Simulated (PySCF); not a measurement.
# Correlation energy of Nd³⁺ (neodymium, charge +3)

[Xe] 4f3, one real determinant. All numbers are calculated (PySCF 2.14, the spin-free X2C one-electron Hamiltonian (Gaussian nucleus), in ANO-RCC-VTZP (8s7p5d3f2g1h, 104 functions)). Frozen: [Kr] 4d10; 11 electrons correlated.

MP2 pair energies summed by pair of shells (mhartree):

```json
{"pair": "5p-5p", "energy": "-129.01", "share (%)": "47.8"}
{"pair": "4f-5p", "energy": "-69.65", "share (%)": "25.8"}
{"pair": "5s-5p", "energy": "-36.80", "share (%)": "13.6"}
{"pair": "4f-5s", "energy": "-14.44", "share (%)": "5.3"}
{"pair": "4f-4f", "energy": "-13.88", "share (%)": "5.1"}
{"pair": "5s-5s", "energy": "-6.38", "share (%)": "2.4"}
```

Total MP2 correlation energy: -270.17 mhartree.

Same-spin part -86.07 and opposite-spin part -184.10 mhartree; SCS-MP2 scales them by 1/3 and 6/5 to -249.61 mhartree.

The reference is one real determinant that mixes LS terms of this configuration.
